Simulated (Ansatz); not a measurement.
Consider the ligand exchange at the Si–O bond: `[SiH3][O][Mg][N]([SiH3])[SiH3]` + `C=NCO` → `C=NCO[SiH3]` + `[OH][Mg][N]([SiH3])[SiH3]`.

Gas-phase electronic energies from Ansatz, PBE0-D4/def2-TZVP geometries. CBS: MP2 limit from def2 TZ/QZ plus the TZ coupled-cluster correction, frozen cores. Functionals use def2-TZVPP. For Mg outer-core shells are correlated without core-valence functions, which leaves a few kJ/mol of doubt a bond. One conformer a species, not always the lowest.

| level | ΔE (kcal/mol) | difference from CCSD(T)/CBS |
| --- | --- | --- |
| PBE-D4 | 6.6 | -1.8 |
| r2SCAN-D4 | 6.9 | -1.5 |
| PBE0-D4 | 7.1 | -1.3 |
| ωB97X-V | 6.9 | -1.5 |
| B2PLYP | 7.5 | -0.9 |
| PBE | 7.0 | -1.4 |
| PBE0 | 7.6 | -0.8 |
| HF/def2-TZVPP | 9.3 | 0.9 |
| CCSD(T)/def2-TZVPP | 8.0 | -0.4 |
| MP2/CBS(def2) | 7.9 | -0.5 |
| CCSD(T)/CBS | 8.4 | 0 |

Largest T1 diagnostic among the species: 0.012.

The D4 term adds −0.8 kcal/mol with B3LYP and −0.4 kcal/mol with PBE0; it sums over pairs of atoms, weighted by their polarisabilities, and B3LYP, whose exchange is more repulsive, gets the larger term. In def2-TZVPP, CCSD(T) changes the Hartree–Fock value by −1.3 kcal/mol (the triples alone add −0.2 kcal/mol) and MP2 by −1.8 kcal/mol.

B3LYP here is the variant with VWN-RPA as its local correlation; programs differ in this.
